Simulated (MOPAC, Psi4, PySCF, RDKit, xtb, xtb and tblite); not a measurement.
Two geometries of C₇H₇NO, SMILES N#CCCc1ccco1, relaxed at GFN2-xTB with one dihedral held; other torsions can differ between them too.

Structure A

```
16

N      1.7018     0.7820     2.7377
C      1.8799     0.5122     1.6413
C      2.0804     0.1507     0.2629
C      1.0340    -0.9021    -0.1921
C      0.2072    -0.3981    -1.3243
C     -0.9999     0.2354    -1.3537
C     -1.2704     0.5107    -2.7172
C     -0.2076     0.0276    -3.4125
O      0.6934    -0.5221    -2.5798
H      3.0962    -0.2356     0.1529
H      1.9966     1.0576    -0.3423
H      1.5478    -1.8114    -0.5067
H      0.3746    -1.1499     0.6411
H     -1.6180     0.4730    -0.5123
H     -2.1355     0.9984    -3.1165
H      0.0193     0.0111    -4.4597
```

Structure B

```
16

N      1.7554     0.8072     2.7215
C      1.9101     0.5103     1.6286
C      2.0776     0.1300     0.2506
C      0.9948    -0.8859    -0.1744
C      0.8513    -0.9185    -1.6569
C     -0.0461    -0.3216    -2.4920
C      0.3349    -0.6834    -3.8082
C      1.4359    -1.4680    -3.6742
O      1.7582    -1.6151    -2.3777
H      3.0759    -0.2888     0.1060
H      1.9907     1.0361    -0.3579
H      1.2606    -1.8769     0.1974
H      0.0364    -0.5958     0.2601
H     -0.8765     0.2917    -2.2077
H     -0.1474    -0.3968    -4.7198
H      2.0567    -1.9647    -4.3928
```

Problem. Which is lower in energy at the level Psi4 with B3LYP-D3(BJ)/def2-SVP // GFN2-xTB, and by how much?

Solution. B is lower, by 2.57 kcal/mol (dihedral C2–C3–C4–C5: 120° in A, 160° in B).

E(B) − E(A) in kcal/mol at the other levels, on the same two geometries: GFN2-xTB (xtb and tblite) -1.61; MMFF94 // GFN2-xTB (RDKit) -2.46; B3LYP/def2-SVP // GFN2-xTB (Psi4) -2.66; PBE/def2-SVP // GFN2-xTB (Psi4) -2.53; PBE-D3(BJ)/def2-SVP // GFN2-xTB (Psi4) -2.47; UFF // GFN2-xTB (RDKit) -3.60; PM3, restricted, heats of formation // GFN2-xTB (MOPAC) -1.23; PM7, restricted, heats of formation // GFN2-xTB (MOPAC) -0.86; GFN1-xTB // GFN2-xTB (xtb) -1.29; restricted B3LYP/6-31G*, spherical d, density fitting // GFN2-xTB (PySCF) -2.72; restricted B3LYP/3-21G, density fitting // GFN2-xTB (PySCF) -2.80; restricted B3LYP/LANL2DZ, density fitting // GFN2-xTB (PySCF) -2.47; restricted BP86/6-31G*, spherical d, density fitting // GFN2-xTB (PySCF) -2.62.
